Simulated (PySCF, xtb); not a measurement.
Be(H)(Et) (C₂H₆Be), SMILES [BeH][CH2]C.

Harmonic wavenumbers (cm⁻¹) from xtb with GFN2-xTB at its own minimum, in rising order: 60, 147, 324, 406, 542, 718, 927, 999, 1029, 1247, 1280, 1425, 1512, 1523, 1526, 2047, 2901, 2936, 2972, 3002, 3015.

Problem. What does PBE-D3(BJ)/def2-TZVP (PySCF 2.14.0) give at its own minimum? (An estimate is asked for; the answer gives what the named calculation found.)

Solution. 189, 189, 424, 583, 667, 791, 904, 932, 992, 1198, 1211, 1361, 1382, 1449, 1460, 2078, 2923, 2954, 2955, 3012, 3024. Paired by order, the mean absolute difference is 63 cm⁻¹ and the zero-point energies are 43.7 and 43.9 kcal/mol.
